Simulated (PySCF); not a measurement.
An unknown gives this computed stick spectrum. Computed with TDDFT CAM-B3LYP/def2-SVPD, vertical, gas phase, core orbitals frozen in the response (PySCF). Geometries: PBE0-D3(BJ)/def2-SVP, one conformer each.

```
state  E (eV)  λ (nm)       f
   S1    4.74   261.4  0.0027
   S2    5.01   247.3   0.073
   S3    5.21   238.0   0.318
   S4    6.31   196.5   0.268
   S5    6.66   186.1  0.0002
   S6    6.72   184.4   0.558
```

Orbital energies (eV): HOMO-3 -10.71, HOMO-2 -9.36, HOMO-1 -9.36, HOMO -8.52, LUMO -0.80, LUMO+1 0.06, LUMO+2 1.12.

Question: Which structure fits?
A. `N#C[C@@]12CC[C@@H]1[C@H]2C(Cl)Cl`
B. `[H]/N=C\c1ccc(Cl)cc1`
C. `B1C[C@H](CCl)CCC1`
D. `ClB(Cl)[C@@H]1CBCCC1`

Answer: B. Its S1, at 4.74 eV, is the lowest among the candidates; the nearest of the others has S1 at 5.82 eV. S1 is HOMO-2→LUMO (87%), HOMO-2→LUMO+5 (11%). Löwdin shares by element: HOMO carbon 34% or more, chlorine 19%, nitrogen 11% (atoms not listed hold the other 36%); LUMO carbon 43% or more, nitrogen 17% (atoms not listed hold the other 41%). At the same level the other candidates give, for their lowest levels:
- `ClC[C@H]1CBCCC1`: 5.86 eV (f 0.002); 6.05 eV (f 0.002); 7.39 eV (f 0.003); 7.43 eV (f 0.007); 7.81 eV (f 0.006); T1 5.37 eV; HOMO -9.49, LUMO 0.25 eV
- `N#C[C@@]12CC[C@@H]1[C@H]2C(Cl)Cl`: 6.71 eV (f 0.006); 7.05 eV (f 0.009); 7.07 eV (f 0.002); 7.17 eV (f 0.065); 7.31 eV (f 0.003); HOMO -9.66, LUMO 0.63 eV
- `ClB(Cl)[C@@H]1CBCCC1`: 5.82 eV (f 0.001); 5.98 eV (f 0.006); 6.11 eV (f 0.001); 6.23 eV (f 0.000); 6.51 eV (f 0.009); T1 5.39 eV; HOMO -9.55, LUMO -0.30 eV

The values belong to the conformer `[H]/[N:1]=[CH:2]\[c:3]1[cH:4][cH:5][c:6]([Cl:7])[cH:8][cH:9]1`: N1–C2–C3–C4 0°.
Triplets come from the Tamm–Dancoff approximation.
